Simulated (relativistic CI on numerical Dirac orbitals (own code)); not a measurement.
## L2,3 absorption of iron in several valence states

Computed multiplet spectra 2p⁶3dⁿ → 2p⁵3dⁿ⁺¹ (Dirac-Coulomb-Breit ions, Slater integrals scaled by 0.8, an assumed crystal field that grows with the charge, no charge transfer; 300 K; Lorentzian 0.4 eV and Gaussian 0.3 eV FWHM at both edges, so that L2 comes out sharper than in experiment). Peaks over 5 % are given in eV from the highest peak in the L3 region of each spectrum (height, largest 100). S of the lowest state is read from ⟨S²⟩, and the branching ratio is the share of L3, cut at the minimum between the edges.

Field parameters in Wybourne normalisation: Oh B⁴₀ = 21Dq, B⁴₄ = √(5/14) B⁴₀. The field is a parameter set, without covalency.

- Fe²⁺ (d6, Oh, 10Dq = 16400 cm⁻¹): S = 0.03, low spin, branching ratio 0.66; peaks -2.0 (7), 0.0 (100), 1.9 (34), 3.5 (5), 12.1 (53), 13.2 (16)
- Fe³⁺ (d5, Oh, 10Dq = 21200 cm⁻¹): S = 2.50, high spin, branching ratio 0.77; peaks -2.7 (41), 0.0 (100), 1.5 (22), 3.6 (7), 10.5 (13), 12.4 (9), 13.1 (16), 14.6 (12)
- Fe⁴⁺ (d4, Oh, 10Dq = 26000 cm⁻¹): S = 1.32, low spin, branching ratio 0.71; peaks -4.1 (31), -2.4 (49), -0.8 (81), 0.0 (100), 1.1 (82), 9.6 (21), 10.8 (40), 11.9 (43), 13.2 (23), 14.9 (12), 16.1 (7)
- Fe⁵⁺ (d3, Oh, 10Dq = 30750 cm⁻¹): S = 1.50, branching ratio 0.59; peaks -4.2 (35), -2.1 (46), -1.5 (37), -0.5 (71), 0.0 (80), 0.9 (70), 1.4 (71), 4.8 (11), 5.5 (8), 6.9 (7), 9.7 (38), 10.9 (100), 12.2 (37), 13.4 (33), 14.0 (47)

The centroid of the whole edge, which also moves with the branching ratio, lies at 714.7 (Fe²⁺), 716.2 (Fe³⁺), 720.1 (Fe⁴⁺), 726.0 (Fe⁵⁺) eV in this ionic model, in steps of 1.5 to 5.9 eV. Compounds show about 1 to 2 eV a unit and lower energies for the high valences, since ligands screen the charge. The multiplet shape follows the d count and the spin state, and so serves as a fingerprint of valence. Fe⁴⁺ lies at a spin crossover.
